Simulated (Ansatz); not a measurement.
Reaction (atomization): `[OH][Ga]([F])[CH2]Br` → Br• + C• + F• + Ga• + 3 H• + O•

Isolated molecules relaxed with PBE0-D4/def2-TZVP in Ansatz; ΔE leaves out vibrations. CCSD(T)/CBS is the MP2 limit (def2-TZVPP, def2-QZVPP) plus CCSD(T) − MP2 in def2-TZVPP, frozen cores. This one scheme is used for every species, atoms too. For atomizations the MP2-based limit and the directly extrapolated one differ by several kJ/mol either way, and by 10 to 25 for some Ge, Se and Sn compounds, so smaller differences from it don't rank the levels. Functionals use def2-TZVPP. B3LYP here is the variant with VWN-RPA as its local correlation; programs differ in this. Open shells (•) are unrestricted, without spin–orbit coupling. Spin–orbit coupling would lower the free atoms: a little for C, F, O; clearly for Br, Ga. Bonds to Br, Ga are less sure, by a few kJ/mol each and by 10 to 20 or more in all where they break to atoms, as the def2 sets lack core-valence functions. Scalar relativity is left out up to krypton. Each species was taken in one conformer, which may not be the lowest.

(1) What is ΔE at CCSD(T)/CBS? (An estimate is asked.)

(2) What do these levels give: B97M-V, r2SCAN0-D4, CAM-B3LYP-D4, ωB97X-V, PBE, B3LYP, HF/def2-SVP, CCSD/def2-SVP, MP2/def2-TZVPP, SCS-MP2/def2-TZVPP, CCSD(T)/def2-TZVPP, MP2/def2-QZVPP? (Best estimate.)

Largest T1 diagnostic among the species: 0.013.

Answers

(1) The calculation gave: +654.9 kcal/mol.

(2) Ansatz gave: B97M-V 645.5, r2SCAN0-D4 635.7, CAM-B3LYP-D4 646.4, ωB97X-V 649.7, PBE 659.0, B3LYP 632.8, HF/def2-SVP 449.7, CCSD/def2-SVP 601.1, MP2/def2-TZVPP 660.9, SCS-MP2/def2-TZVPP 647.6, CCSD(T)/def2-TZVPP 637.3, MP2/def2-QZVPP 671.4 kcal/mol.

At CCSD(T), def2-SVP lies −45.8 kcal/mol from the extrapolated value and def2-TZVPP −17.7 kcal/mol: correlation converges slowly with the basis, and small sets miss more of it in the bonded molecule than in its fragments. From BLYP to BHLYP (50 % exact exchange), in def2-TZVPP and without D4, ΔE moves by −25.0 kcal/mol: exact exchange takes away binding that semilocal exchange gives to molecules. Leaving LDA and LC-ωPBE aside and taking each functional with its dispersion term where it has one, the values, not all of them listed here, spread over 48.5 kcal/mol, from BHLYP-D4 to PBE-D4. LDA lies +99.3 kcal/mol from PBE without D4, its usual overbinding.
